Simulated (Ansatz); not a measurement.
## singlet BeS: levels of theory in one basis

```xyz
2

Be    0.0000    0.0000    0.0000
S     0.0000    0.0000    1.7420
```

Basis set: def2-SVP (spherical functions). Left uncorrelated: 5 orbitals. Charge 0, multiplicity 1.

Computed with Ansatz (development build ahead of 0.2.0); each method stands on the lowest determinant of its kind that the runs found.

```tsv
method	E − E(RHF) (eV)	<S²> of the determinant
RHF	0.00	–
UHF	-0.07	1.01
RHF-MP2	-4.19	–
UHF-MP2	-3.13	1.01
```

Q: What does RHF-CCSD(T) give on the same scale?

A: -4.79 eV.

Q: Is a single determinant a sound starting point here?

A: Only with care. Unrestricted orbitals gain 0.07 eV and <S²> is 1.01 against 0.00 for a pure state, so spin symmetry breaks but gains little energy; restricted orbitals can still serve.

Caution for UHF, UHF-MP2: the unrestricted determinant is a mixture of spin states. Caution for UHF-MP2: another reference gives a lower total.
